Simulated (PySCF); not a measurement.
## Polarisability and C₆ of Nb (niobium, neutral)

[Kr] 4d4 5s1, high-spin 6D determinant. All numbers are calculated (PySCF 2.14, a scalar-relativistic core potential, in aug-cc-pwCVQZ-PP with ECP28MDF (9s9p8d5f4g3h, 180 functions)). Coupled (time-dependent) response in atomic units; α is the mean over directions.

| method | mean α (bohr³) | α xx, yy, zz | C₆ (like pair) | S(−4) |
| --- | --- | --- | --- | --- |
| UHF | 132.2 | 131.6, 131.6, 133.6 | 1609 | 11510 |

S(−4) is the Cauchy moment in α(ω) = α(0) + S(−4) ω² + …

Reference α: 98 ± 8 bohr³ (recommended; Schwerdtfeger and Nagle, table of static dipole polarizabilities (2023 update)). Published C₆: 1140 (Gould and Bucko (2016)).

Spin-orbit coupling is absent.

Hartree-Fock lies above the reference because it lacks correlation, which contracts the outer shell.

α(iu) at UHF:

| u (hartree) | α(iu) (bohr³) |
| --- | --- |
| 0 | 132.2 |
| 0.0500 | 109.2 |
| 0.100 | 74.32 |
| 0.200 | 37.49 |
| 0.300 | 23.61 |
| 0.500 | 13.06 |
| 0.750 | 8.075 |
| 1.00 | 5.647 |
| 1.50 | 3.279 |
| 2.00 | 2.148 |
| 3.00 | 1.116 |
| 5.00 | 0.4505 |

A single London oscillator, α(iu) = α/(1 + u²/ω²), gives C₆ = (3/4) ω α². Matching the computed C₆ needs ω = 4 × 1609 / (3 × 132.2²) = 0.123 hartree.

The components differ because the open shell of this determinant is not spherical; for a pure term their mean is the scalar polarisability.

Energies and moments cover only the electrons outside the core potential.
